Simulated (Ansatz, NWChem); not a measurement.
**How basis sets differ on CH6BrNSi (SMILES C[SiH](N)Br)**

CH6BrNSi has 10 atoms, charge 0, and is taken as a singlet. SMILES: `C[SiH](N)Br`. The shape is that of a PBE0-D4/def2-TZVP optimisation. This is one conformer, not always the lowest.

```xyz
10

C    -0.9256    0.9994   -0.3471
Si   -0.1200   -0.6183    0.0655
N     1.3843   -0.3478    0.8233
Br    0.0279   -1.7810   -1.8601
H    -0.2952    1.5817   -1.0236
H    -1.0923    1.5814    0.5625
H    -1.8840    0.8343   -0.8425
H    -0.9220   -1.4805    0.9623
H     2.0389    0.3019    0.4158
H     1.8712   -1.1221    1.2470
```

Each level gives the dipole moment (D). The values are calculated.

| level | kind | program | value (D) |
| --- | --- | --- | --- |
| HF/STO-3G | Hartree–Fock | Ansatz | 2.20 |
| HF/3-21G | Hartree–Fock | NWChem | 2.67 |
| HF/6-31G* (spherical functions) | Hartree–Fock | Ansatz | 2.52 |
| HF/def2-SVP | Hartree–Fock | Ansatz | 2.30 |

All-electron rows without a relativistic Hamiltonian named are non-relativistic. The values span 2.20 to 2.67 D. Sets without polarisation functions give poor dipoles.
